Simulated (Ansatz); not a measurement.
A made-up structure of H$_{2}$SeSO, closed shell:

| atom | x (Å) | y (Å) | z (Å) |
| --- | --- | --- | --- |
| O1 | -0.4925 | -1.0439 | 0.0787 |
| Se2 | 0.0144 | -0.2064 | -1.2044 |
| S3 | 1.2385 | 0.3176 | 0.0302 |
| H4 | -1.1866 | -0.4664 | 0.5903 |
| H5 | 0.4262 | 1.3990 | 0.5052 |

It is relaxed with PBE-D4/def2-SVP and then PBE0-D4/def2-TZVP (Ansatz 0.2.0). Atoms count as bonded within 1.22 times the sum of their covalent radii (H–H: 0.88 Å). The end point is not checked to be a true minimum.

Question: Does its bonding change? (Judge from chemistry; the calculation decides.)

Answer: The calculation gives: No: no bond forms or breaks.

Where it ends: The first stage lowers the energy by 4.63 eV in 11 steps. It ends as H₂SeSO ([OH][Se][SH]):
```
atom    x (Å)    y (Å)    z (Å)
  O1  -0.8481  -1.3472   0.0432
 Se2  -0.0365  -0.2423  -1.1188
  S3   1.5338   0.6696   0.0606
  H4  -1.5120  -0.8319   0.5137
  H5   0.8628   1.7518   0.5013
```

Labels in which every atom is bracketed show which atoms are joined, not bond orders.

For scale, one of the runs: PBE0-D4/def2-TZVP relaxation, 128 basis functions, launched by `ansatz run in.yaml --threads 2 --pin off --events-out ev --progress --plain --max-ram 4352MiB`. The run took about 19 s on 2 CPU threads of an Arm Neoverse V1 (shared host).
